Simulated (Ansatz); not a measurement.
Basis-set series for CH$_{4}$GeO$_{2}$Zn. Charge 0, multiplicity 1. Geometry: relaxed with PBE0-D4/def2-TZVP. It is one conformer, not always the lowest.

Cartesian coordinates in Å:
```
O -0.860 -0.158 -1.782
C 0.012 0.392 -0.872
Zn 1.955 -0.263 -0.451
O 1.573 -0.425 1.401
Ge -0.117 0.006 1.117
H -1.022 -1.078 -1.558
H 0.087 1.459 -1.095
H -1.095 -1.178 1.305
H -0.533 1.245 1.934
```

```tsv
functional	basis	functions	energy (Eh)	HOMO (eV)	LUMO (eV)
PBE0-D4	def2-TZVPP	261	-4046.68782	-6.23	-2.54
PBE0-D4	def2-QZVPP	480	-4046.78774	-6.24	-2.56
ωB97M-V	def2-TZVPP	261	-4047.12039	-8.19	-0.89
ωB97M-V	def2-QZVPP	480	-4047.21731	-8.21	-0.97
```

Question: Give the rows for def2-SVP. (Estimate.)

Answer: The calculation gave: 
```json
{"functional": "PBE0-D4", "basis": "def2-SVP", "functions": "125", "energy (Eh)": "-4045.93893", "HOMO (eV)": "-6.03", "LUMO (eV)": "-2.32"}
{"functional": "ωB97M-V", "basis": "def2-SVP", "functions": "125", "energy (Eh)": "-4046.36700", "HOMO (eV)": "-7.96", "LUMO (eV)": "-0.63"}
```

Scalar relativity is left out up to krypton.

All numbers were calculated with Ansatz.
